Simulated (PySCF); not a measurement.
C₂H₇NSi₂, SMILES [SiH2](C#C)[SiH2]N, GFN2-xTB optimised geometry.

```
12

C      2.13    -1.02     0.00
C      0.93    -1.06     0.00
Si    -0.92    -1.06     0.00
Si    -1.72     1.10     0.00
N     -1.29     1.77    -1.53
H      3.19    -0.99     0.00
H     -1.30    -1.88    -1.16
H     -1.31    -1.82     1.20
H     -1.23     1.88     1.15
H     -3.19     1.22     0.02
H     -0.35     1.66    -1.86
H     -1.63     2.69    -1.77
```

Density from PySCF with B3LYP/def2-TZVP at that geometry.

Minimum of the electron density along straight lines between bonded atoms, close to the bond critical point (lines longer than 1.1 times the sum of covalent radii, or with two minima, are not listed):

```json
[
 {"bond": "C1–C2", "length / Å": "1.203", "ρ at the minimum / e bohr⁻³": "0.428", "∇²ρ there / e bohr⁻⁵": "-1.33", "position (fraction from the first atom)": "0.52"},
 {"bond": "C2–Si3", "length / Å": "1.855", "ρ at the minimum / e bohr⁻³": "0.113", "∇²ρ there / e bohr⁻⁵": "0.29", "position (fraction from the first atom)": "0.61"},
 {"bond": "Si3–Si4", "length / Å": "2.306", "ρ at the minimum / e bohr⁻³": "0.102", "∇²ρ there / e bohr⁻⁵": "-0.20", "position (fraction from the first atom)": "0.61"},
 {"bond": "Si4–N5", "length / Å": "1.726", "ρ at the minimum / e bohr⁻³": "0.131", "∇²ρ there / e bohr⁻⁵": "0.55", "position (fraction from the first atom)": "0.40"},
 {"bond": "C1–H6", "length / Å": "1.053", "ρ at the minimum / e bohr⁻³": "0.300", "∇²ρ there / e bohr⁻⁵": "-1.15", "position (fraction from the first atom)": "0.66"},
 {"bond": "Si3–H7", "length / Å": "1.471", "ρ at the minimum / e bohr⁻³": "0.124", "∇²ρ there / e bohr⁻⁵": "0.17", "position (fraction from the first atom)": "0.49"},
 {"bond": "Si3–H8", "length / Å": "1.472", "ρ at the minimum / e bohr⁻³": "0.123", "∇²ρ there / e bohr⁻⁵": "0.17", "position (fraction from the first atom)": "0.49"},
 {"bond": "Si4–H9", "length / Å": "1.478", "ρ at the minimum / e bohr⁻³": "0.123", "∇²ρ there / e bohr⁻⁵": "0.17", "position (fraction from the first atom)": "0.49"},
 {"bond": "Si4–H10", "length / Å": "1.468", "ρ at the minimum / e bohr⁻³": "0.124", "∇²ρ there / e bohr⁻⁵": "0.18", "position (fraction from the first atom)": "0.49"},
 {"bond": "N5–H11", "length / Å": "1.007", "ρ at the minimum / e bohr⁻³": "0.338", "∇²ρ there / e bohr⁻⁵": "-1.63", "position (fraction from the first atom)": "0.73"},
 {"bond": "N5–H12", "length / Å": "1.007", "ρ at the minimum / e bohr⁻³": "0.338", "∇²ρ there / e bohr⁻⁵": "-1.63", "position (fraction from the first atom)": "0.73"}
]
```
